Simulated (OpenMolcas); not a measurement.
Computed levels of 5d⁵ in ions with 73 electrons, in cm-1 above ⁶S_5/2.

* Program: OpenMolcas
* Method: MS-RASPT2, IPEA 0.25 Eh, imaginary shift 0.1 Eh
* Basis: ANO-RCC-VTZP
* Scalar Hamiltonian: DKH2, point nucleus
* Spin-orbit coupling: RASSI with atomic mean-field integrals over the reference wave functions, term energies averaged over their components

Active space for each ion: 11 electrons in 8 orbitals (RAS1 5p, at most 2 holes; RAS2 5d); closed shells correlated by CASPT2: 5s.

```
    Level   Os3+   Ir4+   Au6+
   ⁴G_7/2  21770  23660  27850
  ⁴G_11/2  22780  25020  29880
   ⁴G_9/2  23530  26060  31690
   ⁴P_1/2  25180  27900  33850
   ⁴D_1/2  31350  35750  45790
  ²I_11/2  33030  36710  45370
  ²I_13/2  35970  40360  50390
   ²H_9/2  41820  46780  57990
²G_7/2(1)  42730  47930  59630
```

Question: Estimate ⁴G_7/2, ⁴G_11/2 for Pt5+ from its neighbours Ir4+ and Au6+.

Answer: ⁴G_7/2 is another term, which grows about linearly with the charge: (23660 + 27850) / 2 = 25755. The calculation gives 25740, so the estimate is off by +0.1 %.
⁴G_11/2 is another term, which grows about linearly with the charge: (25020 + 29880) / 2 = 27450. The calculation gives 27430, so the estimate is off by +0.1 %.

Mixed levels, with the weight of the term that names them: Os3+ ⁴G_7/2 (69 %), Os3+ ⁴P_1/2 (61 %), Os3+ ⁴D_1/2 (65 %), Os3+ ²H_9/2 (52 %), Os3+ ²G_7/2(1) (50 %), Ir4+ ⁴G_7/2 (63 %), Ir4+ ⁴P_1/2 (60 %), Ir4+ ⁴D_1/2 (66 %), Ir4+ ²I_11/2 (73 %), Ir4+ ²H_9/2 (52 %), Ir4+ ²G_7/2(1) (56 %), Pt5+ ⁴G_7/2 (59 %), Pt5+ ⁴G_11/2 (74 %), Pt5+ ⁴P_1/2 (59 %), Pt5+ ⁴D_1/2 (66 %), Pt5+ ²I_11/2 (70 %), Pt5+ ²H_9/2 (52 %), Pt5+ ²G_7/2(1) (58 %), Au6+ ⁶S_5/2 (74 %), Au6+ ⁴G_7/2 (55 %), Au6+ ⁴G_11/2 (68 %), Au6+ ⁴G_9/2 (74 %), Au6+ ⁴P_1/2 (59 %), Au6+ ⁴D_1/2 (68 %), Au6+ ²I_11/2 (67 %), Au6+ ²H_9/2 (52 %), Au6+ ²G_7/2(1) (59 %).

CASPT2 breaks the degeneracy within a term, and the mean is taken; among the terms shown or strongly mixed into the levels shown the widest spread is 530 cm-1 (5d⁵ ⁴F, Au6+). Blocks of more than 70 roots (2S+1 = 2 even) ran without multistate coupling. Active for correlation alone: 5p; no level in the range computed is led by a configuration that opens it, so any true level of that kind is missing. Levels of configurations outside the active space are missing.

A number in round brackets counts repeated terms of one configuration in the order of the reference energies.
